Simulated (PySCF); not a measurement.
Compound: C₂H₆OSi.
InChI=1S/C2H6OSi/c1-2-4-3/h2-3H,1,4H2

Method used: TDDFT CAM-B3LYP/def2-SVPD, vertical, gas phase, core orbitals frozen in the response in PySCF. Isolated species at its GFN2-xTB geometry (one conformer only). Torsions of this conformer, `[CH2:1]=[CH:2][SiH2:3][OH:4]`: C1–C2–Si3–O4 5°, H–O4–Si3–C2 53°.

**Question.** List the vertical singlet excitations with oscillator strengths and describe the spectrum.

**Answer.** 

```
state  E (eV)  ν̃ (cm⁻¹)       f  main configurations (H = HOMO, L = LUMO)
   S1    6.64      53570  0.0044                H-1→L (74%), H-1→L+1 (13%)
   S2    7.07      57000   0.069                    H→L (55%), H→L+1 (31%)
   S3    7.36      59380   0.341                    H→L+1 (50%), H→L (38%)
   S4    7.44      59970   0.029   H-1→L+1 (62%), H-1→L (12%), H→L+1 (11%)
   S5    7.90      63740   0.011   H→L+2 (32%), H-2→L (28%), H-2→L+1 (22%)
   S6    8.05      64900  0.0019                  H→L+2 (52%), H-2→L (28%)
   S7    8.33      67160  0.0067                H-2→L+1 (50%), H-2→L (28%)
   S8    8.58      69240   0.066                             H-1→L+2 (68%)
```

Triplets, Tamm–Dancoff:

| state | E (eV) | λ (nm) | main configurations (H = HOMO, L = LUMO) |
| --- | --- | --- | --- |
| T1 | 4.35 | 285.1 | H→L (67%), H→L+1 (21%) |
| T2 | 6.07 | 204.2 | H-1→L (70%), H-1→L+1 (16%) |
| T3 | 6.87 | 180.5 | H→L+1 (45%), H→L (18%), H-1→L+1 (12%) |

The lowest singlet lies at 6.64 eV (187 nm, vacuum ultraviolet) and is very weak; its leading configuration is HOMO-1→LUMO (74%). The strongest level in the table is S3 at 7.36 eV (168 nm, f = 0.341). Löwdin shares by element: HOMO carbon 70%, silicon 9%, hydrogen 5% or more (atoms not listed hold the other 15%); LUMO carbon 53%, silicon 16%, oxygen 6% (atoms not listed hold the other 24%). Of the 8 states listed, 5 reach f = 0.01 and none stays under 0.0005. Orbital energies (eV): HOMO-3 -11.87, HOMO-2 -10.63, HOMO-1 -9.94, HOMO -9.36, LUMO 0.66, LUMO+1 0.86, LUMO+2 1.65. The oscillator strengths of these states sum to 0.529; summed over the whole spectrum of an exact calculation they would give the number of electrons, 40 (Thomas–Reiche–Kuhn). Only the lowest 8 singlets were computed, as vertical energies without vibronic structure.

The run took 9.3 s wall on Intel Xeon 6975P-C, one thread, shared host with 192 logical CPUs at a one-minute load of 81, and the process peaked at 0.53 GiB of memory.
